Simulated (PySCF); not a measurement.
Ba³⁶⁺: ionisation energy

Ba³⁶⁺ [Ar] 3d2 [3d3/2^2, M_J = 2] → Ba³⁷⁺ [Ar] 3d1 [3d3/2^1, M_J = 3/2], as a difference of total energies. Calculation: PySCF 2.14, in an uncontracted even-tempered set (16 s from 7 bohr⁻², ratio 2.8; 12 p from 9 bohr⁻², ratio 2.8; 8 d from 9 bohr⁻², ratio 2.8; 3 f from 28 bohr⁻², ratio 3); the two-component X2C-1e Hamiltonian. Correlated levels: [Ne] frozen; the 74 highest virtual spinors dropped. "Screened" scales the spin-orbit matrix elements by Boettger's factors to mimic the two-electron term; Breit and QED terms are absent.

```json
{"method": "GHF (spin-free)", "ionisation energy (eV)": "2443.0"}
{"method": "GMP2 (spin-free)", "ionisation energy (eV)": "2442.7"}
{"method": "GHF (screened spin-orbit)", "ionisation energy (eV)": "2451.9"}
{"method": "GMP2 (screened spin-orbit)", "ionisation energy (eV)": "2451.7"}
```

Breit and QED terms and the two-electron picture change are absent.

The spin-free rows relax to the high-spin LS determinant and lack the spin-orbit shift.

The labels give the starting determinants; with spin-orbit coupling the two ends relaxed to ⟨J²⟩ = 6.06, ⟨L²⟩ = 10.46, ⟨S²⟩ = 1.57 and ⟨J²⟩ = 3.75, ⟨L²⟩ = 6.02, ⟨S²⟩ = 0.77.

For comparison: 2452 ± 5 eV (theoretical estimate listed by NIST; NIST Atomic Spectra Database, ionization energies).
